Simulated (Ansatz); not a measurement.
F₄MoO, charge +1, doublet, geometry from GFN2-xTB (such geometries of metal compounds can be far from the true shape) (the multiplicity is a formal guess) (core potentials on Mo); REVPBE/def2-SVP in Ansatz (a quantum-chemistry and plane-wave program).

Here is a job for Ansatz.
Ansatz 0.2 input:
```yaml
crystal:
  periodic: [false, false, false]
  atoms:
    - {symbol: Mo, position_ang: [0.04700380, -0.02591911, 0.04429024]}
    - {symbol: O, position_ang: [1.17771435, -0.64942219, 1.10972418]}
    - {symbol: F, position_ang: [-1.15193834, 0.63520863, -1.08543623]}
    - {symbol: F, position_ang: [0.02490160, 1.54359112, 0.78829207]}
    - {symbol: F, position_ang: [1.03547356, -0.29290642, -1.35893280]}
    - {symbol: F, position_ang: [-1.17464510, -1.18767329, 0.46296766]}
basis:
  gaussian:
    orbitals: def2-SVP
hamiltonian:
  xc: revpbe
total_charge: 1
magnetization: {spin_polarized: true, initial_magnetization: 1}
```

The log (banner, timings and long lists left out):

```
Functional definition: revPBE
1038 factors; their error is unknown
mean field evaluation 1: about -14734.4086 eV, gradient 7.0e1 eV
mean field evaluation 2: about -14574.5461 eV, gradient 2.2e2 eV
mean field evaluation 4: about -14744.0378 eV, gradient 3.8e1 eV
mean field evaluation 8: about -14749.7389 eV, gradient 5.3e0 eV
mean field evaluation 16: about -14749.7965 eV, gradient 5.7e-3 eV
mean field evaluation 32: about -14747.8481 eV, gradient 1.9e1 eV
mean field evaluation 64: about -14749.7959 eV, gradient 9.8e-2 eV
mean field evaluation 96: about -14746.7355 eV, gradient 3.3e0 eV
mean field -14749.79648565 eV, -542.0450230766 hartree, gradient 5.3e-6 eV, S^2 0.757140; 8 other end points of the search recorded, 0 dependent functions left out
reference -14749.79658432 eV, -542.0450267025 hartree; 29, 28 occupied and 72, 73 virtual orbitals, 1038 factors
Total energy: -14749.79658432 eV, -542.0450267025 hartree
```
